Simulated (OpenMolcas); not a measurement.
## What dynamic correlation does to the levels of neutral sulfur

| Property | Result |
| --- | --- |
| Program | OpenMolcas |
| Basis | ANO-RCC-VDZP [4s3p1d] |
| Scalar Hamiltonian | DKH2, point nucleus |
| Active space | 6 electrons in 4 orbitals (3s 3p) |
| State averaging | 2S+1 = 3 even, 3 roots; 2S+1 = 1 even, 6 roots kept (CI in the orbitals of an earlier block); 2S+1 = 3 odd, 3 roots (0 in the spin-orbit step) |
| Spin-orbit coupling | RASSI with atomic mean-field integrals over the reference wave functions, term energies averaged over their components |

Methods on the same reference wave functions:
A. CASSCF
B. SS-CASPT2, IPEA 0.25 Eh, imaginary shift 0.1 Eh (closed shells correlated: 2s 2p)

Energies in cm⁻¹ above 3s² 3p⁴ ³P₂, the measured ground level; measured values from NIST Handbook of Basic Atomic Spectroscopic Data.

```json
{"Level": "3s² 3p⁴ ³P₂", "A": "0.0", "B": "0.0", "Measured": "0.0"}
{"Level": "3s² 3p⁴ ³P₁", "A": "371", "B": "372", "Measured": "396"}
{"Level": "3s² 3p⁴ ³P₀", "A": "541", "B": "543", "Measured": "574"}
{"Level": "3s² 3p⁴ ¹D₂", "A": "11765", "B": "10640", "Measured": "9239"}
{"Level": "3s² 3p⁴ ¹S₀", "A": "21525", "B": "22500", "Measured": "22180"}
```

Deviations, from unrounded energies. A percentage is the sum of absolute deviations over the sum of measured energies, with the sign that they share, or ± where signs differ.

| Against measurement | Levels | A | B |
| --- | --- | --- | --- |
| mean absolute deviation (cm-1) | 4 | 810 | 440 |
| fine structure of the ground term (%) | 2 | -5.9 | -5.7 |
| other terms of the ground configuration (%) | 2 | ±10.1 | +5.5 |

B lies closest to measurement on these levels. The largest miss of B in the table is 3s² 3p⁴ ¹D₂, by +1400 cm-1. The ranking rests on the paired levels alone, and a cruder setting can come out closer through cancelling errors.

From A to B the spin-free energies of the other terms of 3s² 3p⁴ shown, above ³P, scale by factors of 0.90 to 1.05.

The lowest spin-free term lies below A's lowest term by 0.098 hartree in B.

CASPT2 does not keep the components of a term degenerate, so their means are used; among the terms shown or strongly mixed into the levels shown the widest spread is 100 cm-1 (3s² 3p⁴ ¹D, B). Terms from blocks run as CI alone lack orbitals of their own. No level of 3s 3p⁵ was computed, though it lies in the active space. Without dynamic correlation excited terms often stand tens of per cent too high (terms of higher spin than the ground term too low), and those without a measured partner can miss by more than the paired ones (holds for A). Some terms miss by over 15 % even with CASPT2, which points to a basis or an active space too small for the shells correlated (holds for B). Computed and measured levels are paired by configuration, term and J; levels that our copy of the source lacks, or whose pairing is in doubt (as where it misses far off the trend of its configuration), stay unpaired and out of the deviations. Levels of configurations outside the active space are missing.
